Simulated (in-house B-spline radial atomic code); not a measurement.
Solving the quasi-particle equation for 2s up of Be+

Configuration [He] 2s1, highest spin, start Hartree-Fock, empty levels kept to 333.33 hartree. Computed with a B-spline radial code for spherical atoms: all electrons, non-relativistic, point nucleus, each spin shell either full or empty, empty states to l = 9 with an (l + 1/2)⁻⁴ tail; G0W0 by contour deformation at full frequency.

RPA overbinds a lone outer s electron by self-correlation, and G0W0 tends to as well.

At the mean-field level ε = -18.13 eV the matrix elements are Σx = -11.736 eV, v_xc = -11.736 eV and Σc(ε) = -0.666 eV, and the slope of the correlation self-energy is dΣc/dω = -0.0316. The quasi-particle energy solves E = ε + Σx − v_xc + Σc(E).

What does the linearised equation give?

Z = 1/(1 − dΣc/dω) = 1/1.0316 = 0.9694. The first-order shift is Σx − v_xc + Σc(ε) = -11.736 − (-11.736) + (-0.666) = -0.666 eV, so E ≈ ε + Z × shift = -18.13 + 0.9694 × (-0.666) = -18.776 eV.

How does that compare with the full solution and with static screening?

Solving the equation at full frequency dependence gives E = -18.775 eV, where Σc = -0.646 eV and the weight is 0.970; the linearised value is off by 0 meV. Leaving Z out would give -18.796 eV. Static COHSEX puts -1.511 eV in place of Σc and gives -19.641 eV, 0.87 eV deeper. The tabulated removal energy is 18.211 eV (NIST, measured); the run leaves out relativity, Breit and QED terms.
